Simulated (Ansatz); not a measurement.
CH4BFN2 (`BNC(=N)F`). Total charge 0; spin multiplicity 1. Geometry: relaxed with PBE0-D4/def2-TZVP. It is one conformer, not always the lowest.

```xyz
9

B     1.073    0.765   -0.818
N     0.250   -0.340   -0.530
C    -0.654   -0.455    0.506
N    -0.903    0.397    1.379
F    -1.253   -1.663    0.439
H     1.791    0.663   -1.766
H     1.022    1.729   -0.128
H     0.283   -1.165   -1.109
H    -1.610    0.069    2.028
```

Problem. What is the dipole moment at r2SCAN/def2-TZVPP? (An estimate is asked.)

Solution. Ansatz gave: 1.86 D, with components (-0.18, -1.64, -0.86) D in this frame, pointing from negative to positive charge.

Problem. And with PBE, B3LYP, ωB97M-V? (Estimate.)

Solution. Computed: PBE 1.87 D, B3LYP 1.80 D, ωB97M-V 1.84 D.

Problem. Give the Mulliken charges with r2SCAN, ωB97M-V, B3LYP in def2-TZVPP. (Best estimate.)

Solution. Ansatz gave: 
```tsv
atom	r2SCAN	ωB97M-V	B3LYP
B1	-0.01	-0.14	-0.09
N2	-0.19	-0.14	-0.16
C3	0.34	0.31	0.29
N4	-0.32	-0.26	-0.27
F5	-0.20	-0.19	-0.20
H6	0.00	0.06	0.03
H7	0.03	0.10	0.06
H8	0.18	0.13	0.17
H9	0.17	0.13	0.16
```

B3LYP here is the variant with VWN-RPA as its local correlation; programs differ in this.
